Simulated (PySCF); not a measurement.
3-methylthiophene (C₅H₆S), SMILES c1cc(cs1)C.

The structure is a stationary point at PBE0-D3(BJ)/def2-SVP.

Level of theory: PySCF 2.14.0 with TDA-PBE0/def2-SVPD.

Vertical excitations.  State labels are in the subgroup Cs.

```json
[
 {"state": "S1", "symmetry": "A'", "energy (eV)": "5.85", "λ (nm)": "212", "f": "0.083", "main pairs": "HOMO→LUMO 45 %, HOMO−1→LUMO 34 %, HOMO→LUMO+4 14 %"},
 {"state": "S2", "symmetry": "A\"", "energy (eV)": "6.01", "λ (nm)": "206", "f": "0.001", "main pairs": "HOMO→LUMO+1 92 %"},
 {"state": "S3", "symmetry": "A'", "energy (eV)": "6.19", "λ (nm)": "200", "f": "0.091", "main pairs": "HOMO→LUMO 44 %, HOMO−1→LUMO 42 %"},
 {"state": "S4", "symmetry": "A\"", "energy (eV)": "6.25", "λ (nm)": "198", "f": "0.001", "main pairs": "HOMO−1→LUMO+1 86 %"},
 {"state": "S5", "symmetry": "A\"", "energy (eV)": "6.47", "λ (nm)": "192", "f": "0.006", "main pairs": "HOMO→LUMO+2 94 %"},
 {"state": "S6", "symmetry": "A\"", "energy (eV)": "6.80", "λ (nm)": "182", "f": "0.002", "main pairs": "HOMO−1→LUMO+2 90 %"},
 {"state": "S7", "symmetry": "A\"", "energy (eV)": "6.86", "λ (nm)": "181", "f": "0.001", "main pairs": "HOMO→LUMO+3 97 %"},
 {"state": "S8", "symmetry": "A\"", "energy (eV)": "7.18", "λ (nm)": "173", "f": "0.007", "main pairs": "HOMO−1→LUMO+3 92 %"},
 {"state": "S9", "symmetry": "A\"", "energy (eV)": "7.30", "λ (nm)": "170", "f": "0.020", "main pairs": "HOMO→LUMO+5 87 %"},
 {"state": "S10", "symmetry": "A'", "energy (eV)": "7.46", "λ (nm)": "166", "f": "0.159", "main pairs": "HOMO−1→LUMO+4 67 %, HOMO→LUMO+4 21 %"},
 {"state": "T1", "symmetry": "A'", "energy (eV)": "3.78", "λ (nm)": "328", "f": "0", "main pairs": "HOMO→LUMO 86 %"},
 {"state": "T2", "symmetry": "A'", "energy (eV)": "4.47", "λ (nm)": "277", "f": "0", "main pairs": "HOMO−1→LUMO 87 %"},
 {"state": "T3", "symmetry": "A'", "energy (eV)": "5.68", "λ (nm)": "218", "f": "0", "main pairs": "HOMO→LUMO+4 86 %"},
 {"state": "T4", "symmetry": "A\"", "energy (eV)": "5.73", "λ (nm)": "216", "f": "0", "main pairs": "HOMO→LUMO+1 83 %"}
]
```
Triplets are in the Tamm–Dancoff approximation.
